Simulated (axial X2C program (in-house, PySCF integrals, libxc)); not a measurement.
TiCl: from Re and ωe to a spectrum

A bond curve at the CCSD(T) level, with spin–orbit coupling, was computed with an in-house all-electron X2C program for linear molecules (integrals from PySCF) (basis Ti dyall-cv3z [10s10p6d4f2g], Cl dyall-av3z [9s8p3d2f] (cores contracted in-house)) for the state Ω = 3/2 (⟨Sz⟩ = -1.50, ⟨Lz⟩ = 3.00 at HF). Its fit gives Re = 2.3089 Å, ωe = 387.4 cm⁻¹, ωexe = 1.2 cm⁻¹ and αe = 7.893e-04 cm⁻¹; the masses are 47.9479 and 34.9689 u. Two-component means X2C with spin–orbit coupling and atomic mean-field Coulomb and Gaunt terms.

Correlated methods: 11 electrons correlated (number of frozen shells: Ti 3 s, 2 p; Cl 2 s, 1 p), 279 virtual spin orbitals or spinors in MP2, 90 natural virtuals in coupled cluster.

Problem. Find the reduced mass, Be and the force constant.

Solution. From the CCSD(T) values: μ = 20.2213 u. Be = 16.8576/(μ Re²) = 0.1564 cm⁻¹. k = 5.8918×10⁻⁷ μ ωe² = 1.79 mdyn/Å.

Problem. Estimate the centrifugal constant by the Kratzer relation.

Solution. D = 4Be³/ωe² = 1.02e-07 cm⁻¹.

Problem. A Morse curve ties αe to the other constants (Pekeris). How well does that hold?

Solution. αe(Morse) = 6Be²/ωe × (√(ωexe/Be) − 1) = 6.704e-04 cm⁻¹; the CCSD(T) curve gives 7.893e-04 cm⁻¹, a ratio of 0.85.

Problem. Where do the fundamental and the first overtone lie?

Solution. ν(1←0) = ωe − 2ωexe = 385.0 cm⁻¹; ν(2←0) = 2ωe − 6ωexe = 767.6 cm⁻¹.

Problem. Estimate De from a Morse curve and compare with the computed well depth of 4.051 eV to Ti + Cl.

Solution. De(Morse) = ωe²/(4ωexe) = 3.877 eV against 4.051 eV computed, a ratio of 0.96. For De the Morse form works well here.

The state is a single determinant with fixed occupations, the lowest that a limited PBE0 search found. De is counted from the lowest determinant-based energies of the atoms at the same level, without counterpoise correction. Coupled cluster ran in a truncated set of natural virtual spinors; the MP2 energy of the rest was added. (T) has no such correction and the atoms are truncated less, which lowers De at CCSD(T) by a hundredth of an eV or more. In 2c an atomic determinant is not the ground J level, so De misses part of the atomic spin–orbit lowering. This holds for CCSD(T). PBE0 can misorder states that lie within some tenths of an eV, so this need not be the ground state of the molecule. The nearest other 2c determinant of the search, Ω = 3/2, lies 0.04 eV up at the distance of the search. With several unpaired electrons one determinant need not be a pure state. The outer-core s and p shells of the metal are frozen in the correlated rows, which leaves out core–valence correlation; for alkali and alkaline-earth bonds that tends to lengthen them.
